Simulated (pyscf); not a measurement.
Single points on ωB97X-D3(BJ)/def2-SVP structures (PySCF, gas phase). Correlated levels are frozen-core, on RHF or UHF. ΔMP2 is the change of the MP2 total energy from the triple- to the quadruple-zeta basis.

Q: What is the homolytic dissociation enthalpy (298 K, CCSD(T)/def2-TZVPP + ΔMP2(QZVPP)) of the As–Si bond of H₂Si=SiH–AsH₂, to [HSi=SiH₂]• + AsH₂•?

A: As–Si to [HSi=SiH₂]• + AsH₂•: 2.50 eV. The radicals are drawn with the spin at the cut bond; how far it spreads was not checked. H₂Si=SiH–AsH₂ lies 1.28 eV over its isomer cyclic H₅AsSi₂ (SMILES [SiH2]1[SiH2][AsH]1), and others may lie lower still (electronic energy, ωB97M-D3(BJ)). Other isomers of [HSi=SiH₂]• were not searched in full and may lie lower. The CCSD(T) − MP2 part came from Ansatz, without density fitting, on the same reference. The frozen core leaves the outer d or s,p core shells of the metals and heavy elements correlated in the MP2 and CC values, and def2-TZVPP describes them poorly, which can shift differences by a few kcal/mol. Elements up to Kr have no core potential and no relativistic terms here.
